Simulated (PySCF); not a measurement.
**How methods differ on the ionisation energy of Ag³⁷⁺**

Ag³⁷⁺ [Ne] (1S) → Ag³⁸⁺ [He] 2s2 2p5 (2P), as a difference of total energies. All numbers are calculated (PySCF 2.14, scalar relativity by spin-free X2C-1e, in an even-tempered Gaussian basis (19 s from 15 bohr⁻², ratio 2.2; 12 p from 19 bohr⁻², ratio 2.2; 6 d from 83 bohr⁻², ratio 2.4; 5 f from 120 bohr⁻², ratio 2.4; 4 g from 190 bohr⁻², ratio 2.4)). Correlated levels: nothing frozen; virtual orbitals above 40 to 60 times the deepest correlated orbital energy dropped. The calculations carry no spin-orbit coupling.

```tsv
method	ionisation energy (eV)
UHF	5614.0
LDA	5611.5
PBE	5611.8
PBE0	5612.8
r2SCAN	5615.3
TPSSh	5612.2
B3LYP	5613.4
MP2 (all electrons)	5615.7
SCS-MP2 (all electrons)	5615.5
```

A first-order spin-orbit estimate (lowest level to lowest level, LS coupling) adds -58.680 eV.

For this ion Breit and QED terms and the two-electron picture change, all absent here, outweigh the differences among the correlated methods.

For comparison: 5558 ± 3 eV (semi-empirical (NIST evaluation); NIST Atomic Spectra Database, ionization energies).
